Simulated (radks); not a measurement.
Lu III, configuration [Xe] 4f14 6s1.

Method: scalar-relativistic Kohn-Sham, PBEsol, spin-polarised, spherical densities, finite nucleus; open shells are filled with parallel spins first (spin-orbit coupling, left out, can overturn this in heavy ions); Fermi nuclear charge, rms radius 5.37 fm; computed with a radial shooting solver on a logarithmic mesh with Libxc functionals.

Energy parts (eV):
| part | energy |
|---|---|
| total | -396097.17 |
| kinetic | 432647.33 |
| electron-nucleus | -974922.29 |
| Hartree | 154210.92 |
| exchange-correlation | -8033.13 |

Orbitals (lengths in bohr, moments of r in powers of bohr; r(max) is where P^2 peaks):
orbital	occ.	eigenvalue (eV)	r(max)
1s up	1	-63218.64	0.01214
1s down	1	-63218.63	0.01214
2s up	1	-10776.65	0.06933
2s down	1	-10776.64	0.06933
2p up	3	-9485.876	0.05661
2p down	3	-9485.867	0.05661
3s up	1	-2455.307	0.1958
3s down	1	-2455.303	0.1958
3p up	3	-2067.811	0.1932
3p down	3	-2067.807	0.1932
3d up	5	-1601.822	0.1574
3d down	5	-1601.818	0.1574
4s up	1	-502.2721	0.4462
4s down	1	-502.2663	0.4462
4p up	3	-375.0820	0.4672
4p down	3	-375.0737	0.4672
4d up	5	-209.0544	0.4809
4d down	5	-209.0405	0.4809
4f up	7	-26.9539	0.4685
4f down	7	-26.9108	0.4685
5s up	1	-78.4587	1.042
5s down	1	-78.3691	1.042
5p up	3	-48.8935	1.193
5p down	3	-48.7119	1.192
6s up	1	-18.0572	2.741
6s down	0	-16.8404	2.718

The highest occupied level is 6s up at -18.057 eV. The spin density at the nucleus is 75.65 e/bohr^3 (1s 0.26, 2s 0.07, 3s 0.07, 4s -0.05, 5s -1.06, 6s 76.36).
